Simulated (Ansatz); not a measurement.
Geometry optimisation, RHF/STO-3G (Ansatz 0.2.0).

Input file:

```yaml
crystal:
  periodic: [false, false, false]
  atoms:
    - { symbol: C, position_ang: [-1.1102, -0.759, 0.6976] }
    - { symbol: "N", position_ang: [0.0703, -0.5159, -0.0924] }
    - { symbol: Si, position_ang: [1.432, -1.1748, 0.8403] }
    - { symbol: C, position_ang: [0.375, 0.9283, -0.3654] }
    - { symbol: Al, position_ang: [-0.8017, 1.5474, -1.9287] }
    - { symbol: H, position_ang: [-1.1155, -0.1737, 1.6658] }
    - { symbol: H, position_ang: [-1.3021, -1.7965, 0.8641] }
    - { symbol: H, position_ang: [-1.9995, -0.3226, 0.1145] }
    - { symbol: H, position_ang: [1.6089, -0.4181, 2.159] }
    - { symbol: H, position_ang: [2.7042, -1.0427, 0.0935] }
    - { symbol: H, position_ang: [1.2216, -2.5988, 1.1652] }
    - { symbol: H, position_ang: [1.3658, 1.1062, -0.6791] }
    - { symbol: H, position_ang: [0.0539, 1.572, 0.52] }
    - { symbol: H, position_ang: [-0.6786, 0.8646, -3.3198] }
    - { symbol: H, position_ang: [-1.8461, 2.7326, -1.7052] }
basis:
  gaussian: { orbitals: STO-3G }
hamiltonian:
  xc: hf
relax:
  f_tol: 0.015
  max_steps: 40
```

Launched with:

```bash
$ ansatz run input.yaml --threads 1 --pin off --max-ram 2048MiB --backend cpu --events-out ev --progress --plain --runs-dir out
```

Task: Where does it end, and by what steps?

Result: The run converged. Limits of this set-up: minimal basis. After 9 steps the energy has fallen by 1.279 eV; H6 moved furthest, 0.36 Å.

```
step  energy less start (eV)  largest force component (eV/Å)  accepted
   0                  0.0000                           6.193       yes
   1                 -1.0873                           1.925       yes
   2                 -1.2553                           0.324       yes
   3                 -1.2691                           0.173       yes
   4                 -1.2753                           0.121       yes
   5                 -1.2747                           0.184        no
   6                 -1.2780                           0.021       yes
   7                 -1.2787                           0.015       yes
   8                 -1.2790                           0.020       yes
   9                 -1.2792                           0.015       yes
```

```xyz
15
Properties=species:S:1:pos:R:3
C -1.162 -0.664 0.557
N 0.190 -0.450 0.002
Si 1.492 -1.163 0.942
C 0.386 0.968 -0.427
Al -0.897 1.485 -1.759
H -1.377 -0.059 1.445
H -1.301 -1.710 0.826
H -1.926 -0.420 -0.187
H 1.655 -0.531 2.211
H 2.703 -1.028 0.209
H 1.199 -2.539 1.156
H 1.391 1.040 -0.841
H 0.378 1.637 0.440
H -0.871 0.839 -3.085
H -1.882 2.544 -1.459
```

Time of the run: 13 s on 1 thread of Arm Neoverse V2, with other jobs on the host, peak memory 0.13 GiB.
